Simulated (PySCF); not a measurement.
This script is equivalent to a calculation on Mg (magnesium, neutral).

```python
from pyscf import gto, scf, dft, mp, cc
import basis_set_exchange as bse
mol = gto.M(atom="Mg 0 0 0", charge=0, spin=0, symmetry="D2h",
            basis=gto.basis.parse(bse.get_basis("aug-cc-pCVQZ-DK", elements=["Mg"], fmt="nwchem")),
            nucmod="G")
mf = scf.UHF(mol).sfx2c1e()
mf.irrep_nelec = {'Ag': (3, 3), 'B1u': (1, 1), 'B2u': (1, 1), 'B3u': (1, 1)}
mf.kernel()
```

Q: What total energy does it give?

A: -199.92058 hartree (calculated).

Q: Which occupied shell lies highest, and where?

A: 3s, at -6.896 eV.
